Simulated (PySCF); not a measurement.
C₃H₇NSi, SMILES C#CCN[SiH3]. The structure is a stationary point at PBE0-D3(BJ)/def2-SVP. The values are those of a single conformer.

Computed equilibrium geometry at PBE0-D3(BJ)/def2-SVP (PySCF confirms it by a frequency run) as Cartesian coordinates in Å (one conformer of several):
```xyz
12

C      2.1964     1.5931     0.3624
C      1.5826     0.5552     0.4772
C      0.8223    -0.6968     0.5797
N     -0.1829    -0.8908    -0.4429
Si    -1.7486    -0.1337    -0.3844
H      2.7392     2.5151     0.2652
H      0.3342    -0.7316     1.5698
H      1.5335    -1.5419     0.5773
H      0.2203    -1.0284    -1.3645
H     -2.3350    -0.4236     0.9593
H     -2.5710    -0.7471    -1.4687
H     -1.7683     1.3547    -0.5725
```
